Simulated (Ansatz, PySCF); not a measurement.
Gas-phase reaction in SMILES: C=CCC#[NH+] -> C/C=C\C#[NH+]
Geometries: B3LYP-D3(BJ)/def2-TZVP minima from Ansatz (a first-principles code), one conformer each, not searched for the lowest. Frequencies are from Ansatz or PySCF.

Property: isomerisation energy (enthalpy at 298 K, with B3LYP-D3(BJ) rigid-rotor harmonic-oscillator terms), in kcal/mol. Correlated levels leave the core frozen unless marked. No spin-orbit coupling. No relativistic terms. CBS marks a two-point X^-3 extrapolation of the correlation energy; Hartree-Fock from the larger set. The bracket is a focal-point correction in the basis named.

```csv
level,program,isomerisation energy (kcal/mol),minus last row
HF/cc-pVTZ,Ansatz,-7.9,-0.6
SVWN5/def2-TZVPD,Ansatz,-12.1,-4.8
CAM-B3LYP-D3(BJ)/def2-TZVPD,Ansatz + dftd3,-9.6,-2.3
B2PLYP-D3(BJ)/def2-TZVPD,Ansatz + dftd3,-9.4,-2.1
B2PLYP-D4/def2-TZVPD,Ansatz + dftd4,-9.4,-2.1
CCSD(T)/6-31G,Ansatz,-7.4,-0.1
"RI-MP2/CBS(cc-pVTZ,cc-pVQZ)+[CCSD(T)-MP2]/cc-pVTZ",Ansatz,-7.3,0.0
```
